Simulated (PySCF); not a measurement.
# Radial density of Sn⁺ (tin, charge +1)

LC-wPBE, [Kr] 4d10 5s2 5p1, 2P determinant. Computed with PySCF 2.14 in def2-QZVPPD with the def2 core potential (28 electrons), with a scalar-relativistic core potential. This is the valence pseudo-density: the core potential removes the inner electrons and smooths the orbitals near the nucleus.

```json
{"r (bohr)": "0.00420", "4πr²ρ (e/bohr)": "1.400e-05", "4πr²(ρα − ρβ)": "0.0000"}
{"r (bohr)": "0.00707", "4πr²ρ (e/bohr)": "3.547e-05", "4πr²(ρα − ρβ)": "0.0000"}
{"r (bohr)": "0.0119", "4πr²ρ (e/bohr)": "8.084e-05", "4πr²(ρα − ρβ)": "0.0000"}
{"r (bohr)": "0.0200", "4πr²ρ (e/bohr)": "0.0001661", "4πr²(ρα − ρβ)": "0.0000"}
{"r (bohr)": "0.0337", "4πr²ρ (e/bohr)": "0.0002920", "4πr²(ρα − ρβ)": "0.0000"}
{"r (bohr)": "0.0566", "4πr²ρ (e/bohr)": "0.0005422", "4πr²(ρα − ρβ)": "0.0000"}
{"r (bohr)": "0.0952", "4πr²ρ (e/bohr)": "0.002244", "4πr²(ρα − ρβ)": "0.0000"}
{"r (bohr)": "0.160", "4πr²ρ (e/bohr)": "0.02368", "4πr²(ρα − ρβ)": "0.0000"}
{"r (bohr)": "0.269", "4πr²ρ (e/bohr)": "0.3975", "4πr²(ρα − ρβ)": "0.0009"}
{"r (bohr)": "0.453", "4πr²ρ (e/bohr)": "6.355", "4πr²(ρα − ρβ)": "0.0226"}
{"r (bohr)": "0.762", "4πr²ρ (e/bohr)": "22.72", "4πr²(ρα − ρβ)": "0.0420"}
{"r (bohr)": "1.28", "4πr²ρ (e/bohr)": "10.31", "4πr²(ρα − ρβ)": "0.0254"}
{"r (bohr)": "2.16", "4πr²ρ (e/bohr)": "2.359", "4πr²(ρα − ρβ)": "0.4252"}
{"r (bohr)": "3.63", "4πr²ρ (e/bohr)": "0.4675", "4πr²(ρα − ρβ)": "0.2367"}
{"r (bohr)": "6.10", "4πr²ρ (e/bohr)": "0.01486", "4πr²(ρα − ρβ)": "0.0122"}
{"r (bohr)": "10.3", "4πr²ρ (e/bohr)": "2.108e-05", "4πr²(ρα − ρβ)": "0.0000"}
```

Energies and moments cover only the electrons outside the core potential.
